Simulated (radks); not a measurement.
Values are calculated unless marked as measured or tabulated.
Task: Pd4+, 42 electrons, occupied as [Kr] 4d6 (the NIST ground configuration). Level of theory: non-relativistic Kohn-Sham, BLYP, spin-unpolarised, spherical densities, point nucleus; relativity is left out, which matters for an element this heavy (a radial shooting solver on a logarithmic mesh with Libxc functionals). Some entries of the table are withheld. Estimate them.

orbital,occ.,eigenvalue (Ry),<r> (bohr)
1s,2,(1),0.03310
2s,2,-250.9532,(2)
2p,6,(3),0.1229
3s,2,-48.61061,0.3919
3p,6,-41.60714,(4)
3d,10,-28.67665,0.3571
4s,2,-10.02695,0.9592
4p,6,(5),1.023
4d,6,-4.24336,1.245

Result: 
(1) 1s eigenvalue (Ry): -1727.099
(2) 2s <r> (bohr): 0.1438
(3) 2p eigenvalue (Ry): -233.4236
(4) 3p <r> (bohr): 0.3842
(5) 4p eigenvalue (Ry): -7.81918
